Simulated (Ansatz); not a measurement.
One change: `CC(C)(C)[O][Zn][F]` becomes `CC(C)(C)[O][Ge][F]`.

Ansatz, PBE0-D4/def2-TZVP geometries, multiplicity 1. Each molecule was computed in one conformer, which needn't be the lowest.

Scalar relativity is left out up to krypton.

```
                               property  `CC(C)(C)[O][Zn][F]`
HOMO–LUMO gap (ωB97M-V/def2-TZVPP) / eV                 10.65
     HOMO energy (PBE0/def2-TZVPP) / eV                 -7.73
      HOMO energy (PBE/def2-TZVPP) / eV                 -6.24
  LUMO energy (ωB97M-V/def2-TZVPP) / eV                  0.52
      LUMO energy (PBE/def2-TZVPP) / eV                 -2.12
     LUMO energy (PBE0/def2-TZVPP) / eV                 -1.18
```

**Question.** What does the change do to each property? (Estimate.)

**Answer.** The calculation gave: 
| property | `CC(C)(C)[O][Ge][F]` | shift |
| --- | --- | --- |
| HOMO–LUMO gap (ωB97M-V/def2-TZVPP) / eV | 10.34 | -0.31 |
| HOMO energy (PBE0/def2-TZVPP) / eV | -7.96 | -0.23 |
| HOMO energy (PBE/def2-TZVPP) / eV | -6.66 | -0.42 |
| LUMO energy (ωB97M-V/def2-TZVPP) / eV | 0.13 | -0.39 |
| LUMO energy (PBE/def2-TZVPP) / eV | -2.60 | -0.48 |
| LUMO energy (PBE0/def2-TZVPP) / eV | -1.84 | -0.66 |

With PBE0 the HOMO falls by 0.23 eV and the LUMO falls by 0.66 eV, so the gap narrows by about 0.43 eV. PBE moves the HOMO by -0.42 eV and ωB97M-V by -0.09 eV.
